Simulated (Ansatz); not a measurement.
`OC[SiH2]Cl` + `O[SiH](O)F` → `O[SiH](F)O[SiH2]Cl` + CH₃OH  (ligand exchange at the Si–C bond)

Computed with Ansatz on PBE0-D4/def2-TZVP structures; ΔE is electronic, products minus reactants. CBS: MP2 limit from def2 TZ/QZ plus the TZ coupled-cluster correction, frozen cores. This one scheme is used for every species. Functionals use def2-TZVPP. Each species was taken in one conformer, which may not be the lowest.

```csv
species,BLYP energy (Eh)
`OC[SiH2]Cl`,-866.09508
`O[SiH](O)F`,-541.85659
`O[SiH](F)O[SiH2]Cl`,-1292.26414
CH₃OH,-115.73478
```

Problem. Work out ΔE.

Solution. ΔE = (-1292.26414) + (-115.73478) − (-866.09508) − (-541.85659) = -0.04725 Eh = -124.1 kJ/mol. CCSD(T)/CBS gives -132.5 kJ/mol.

Largest T1 diagnostic among the species: 0.011.

In def2-TZVPP, CCSD(T) changes the Hartree–Fock value by +21.2 kJ/mol (the triples alone add +2.9 kJ/mol) and MP2 by +19.3 kJ/mol. The D4 term adds −4.3 kJ/mol with B3LYP and −2.7 kJ/mol with PBE0; it sums over pairs of atoms, weighted by their polarisabilities, and B3LYP, whose exchange is more repulsive, gets the larger term.

B3LYP here is the variant with VWN-RPA as its local correlation; programs differ in this.
